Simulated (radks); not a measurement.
The nuclear charge of the cobalt ion Co+ is varied continuously with 26 electrons held in [Ar] 3d8. Calculated with a radial shooting solver on a logarithmic mesh with Libxc functionals: non-relativistic Kohn-Sham, r2SCAN, spin-unpolarised, spherical densities, point nucleus; meta-GGA in the generalised Kohn-Sham scheme. By the Hellmann-Feynman theorem dE/dZ = E(electron-nucleus)/Z, the electronic potential at the nucleus.

Z      E (hartree)  E(electron-nucleus)/Z (hartree)  HOMO  e(HOMO) (eV)  <r> HOMO (bohr)
26     -1263.44866                         -115.882    3d        -1.476            1.447
26.25  -1292.60900                         -117.399    3d        -3.506            1.336
26.5   -1322.14738                         -118.906    3d        -6.008            1.251
26.75  -1352.06153                         -120.406    3d        -8.924            1.182
27     -1382.34963                         -121.898    3d       -12.214            1.125
27.25  -1413.01020                         -123.385    3d       -15.849            1.075
27.5   -1444.04198                         -124.868    3d       -19.805            1.032
27.75  -1475.44394                         -126.347    3d       -24.064           0.9935
28     -1507.21518                         -127.823    3d       -28.609           0.9590

The central difference of E at Z = 27 is -121.897 hartree, to compare with the third column; the second derivative is -5.96 hartree.
